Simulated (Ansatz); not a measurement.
CH$_{3}$BOTe (`O=CB[TeH]`), relaxed with RKS PBE-D4/def2-SVP in the Gaussian-basis code of Ansatz from a rough embedded geometry. The force threshold is 0.03 eV/Å; the program also tests the step.

Charge 0, multiplicity 1. Te: def2 effective core potential.

Start:

```xyz
7

O     1.203   -0.458    1.320
C     1.062   -0.636    0.132
B    -0.299   -0.272   -0.476
Te   -1.967    0.587    0.705
H     1.863   -1.002   -0.494
H    -0.473   -0.386   -1.673
H    -1.389    2.167    0.487
```

(1) By how much does the energy fall, and how many steps does the optimiser take? (An estimate is asked.)

(2) Which bonds change most? (Estimate.)

(3) Give the relaxed structure. (Estimate.)

Results:

(1) Computed: 1.28 eV, in 16 steps, 1 of them rejected.

(2) Computed: B3–Te4 from 2.217 to 2.108 Å; C2–B3 from 1.535 to 1.612 Å; C2–H5 from 1.081 to 1.135 Å; O1–C2 from 1.209 to 1.226 Å.

(3) Ansatz gave: 
```xyz
7

O     1.174    0.238    1.173
C     0.943   -0.362    0.129
B    -0.436   -0.275   -0.701
Te   -1.938    0.982    0.079
H     1.751   -1.034   -0.298
H    -0.621   -0.893   -1.728
H    -0.872    1.343    1.347
```
